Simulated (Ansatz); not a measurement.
Basis-set extrapolation for `CC(C)(C)[CH2][AlH][Cl]` (PBE0-D4/def2-TZVP geometry, frozen core, the Gaussian-basis code of Ansatz). Multiplicity 1, RHF reference.

```tsv
	def2-TZVPP	def2-QZVPP
HF	-897.912992	-897.941926
MP2 correlation	-1.154393	-1.234568
CCSD(T) correlation	-1.282749	not run
```

Energies in hartree. Use E(X) = E(∞) + A·exp(−7.88·√X) for Hartree–Fock and E(X) = E(∞) + B·X^(−2.97) for correlation, with X = 3 and 4, and add CCSD(T) minus MP2 of the smaller set to the MP2 limit.

Problem. What is the CCSD(T) energy at the basis-set limit?

Solution. HF limit: -897.941926 + (-0.028934) × 0.13774 = -897.94591. MP2 limit: -1.234568 + (-0.080175) × 0.74074 = -1.29396. Higher-order term: -1.282749 − (-1.154393) = -0.12836. Total: -899.36823 hartree, 452.9 kJ/mol below CCSD(T)/def2-TZVPP.
